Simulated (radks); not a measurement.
Ionisation of neutral ytterbium, [Xe] 4f14 6s2, to [Xe] 4f14 6s1 as the strength of local exchange is varied. All-electron calculation, scalar-relativistic Kohn-Sham, Slater X-alpha exchange (alpha = 2/3 is LDA exchange), no correlation, spin-polarised, spherical densities, finite nucleus; Fermi nuclear charge, rms radius 5.3108 fm. Program: a radial shooting solver on a logarithmic mesh with Libxc functionals.

alpha,E(Yb) (hartree),exchange (hartree),IE (eV),-e of the level emptied (eV),<r> of it (bohr)
0.667,-14042.5094,-277.0253,5.485,3.241 (6s),3.980
0.722,-14065.4747,-300.4256,5.714,3.486 (6s),3.922
0.725,-14066.7286,-301.7043,5.727,3.499 (6s),3.919
0.746,-14075.5093,-310.6624,5.817,3.596 (6s),3.897
0.764,-14083.0405,-318.3504,5.895,3.680 (6s),3.878
0.88,-14131.6837,-368.1057,6.417,4.244 (6s),3.760
0.93,-14152.7085,-389.6645,6.651,4.500 (6s),3.711

NIST Atomic Spectra Database: 6.254 eV (measured). The Delta-SCF value meets it near alpha = 0.84.
